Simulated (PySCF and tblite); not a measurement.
The numbers below are computed, except where a source is named.
Stationary points of C5H5Br at PBE0-D3(BJ)/def2-SVP, in Å:

Structure A

```
 1 Br    2.530   -0.437   -0.881
 2 C     1.008   -0.107    0.308
 3 C     0.286    1.155   -0.045
 4 C    -1.006    0.857   -0.277
 5 C    -1.206   -0.593   -0.129
 6 C    -0.034   -1.174    0.193
 7 H     1.451   -0.065    1.316
 8 H     0.765    2.133   -0.079
 9 H    -1.793    1.567   -0.537
10 H    -2.160   -1.104   -0.263
11 H     0.165   -2.231    0.368
```

Structure B

```
 1 Br    1.887   -1.057   -1.236
 2 C     0.953    0.092    0.567
 3 C     0.249    1.241    0.217
 4 C    -0.993    0.828   -0.299
 5 C    -1.109   -0.574   -0.302
 6 C     0.072   -1.086    0.229
 7 H     1.829    0.031    1.212
 8 H     0.601    2.265    0.320
 9 H    -1.770    1.511   -0.652
10 H    -1.957   -1.155   -0.659
11 H     0.238   -2.096    0.603
```

Level: PBE0/pcSseg-1 + D3(BJ) on PBE0-D3(BJ)/def2-SVP stationary points, with GFN2-xTB thermal terms.

**Question.** Which structure is a saddle point, and along which motion?

**Answer.** B: one imaginary mode (442i cm⁻¹ at GFN2-xTB, mostly on C2, C6), along the shift of Br1 from C2 to C6.

**Question.** Give their symmetry and energies above the lowest.

**Answer.** A Cs, 0.0 kcal/mol; B Cs, 23.5 kcal/mol.

Spin–orbit effects of heavy atoms on shieldings are missing.
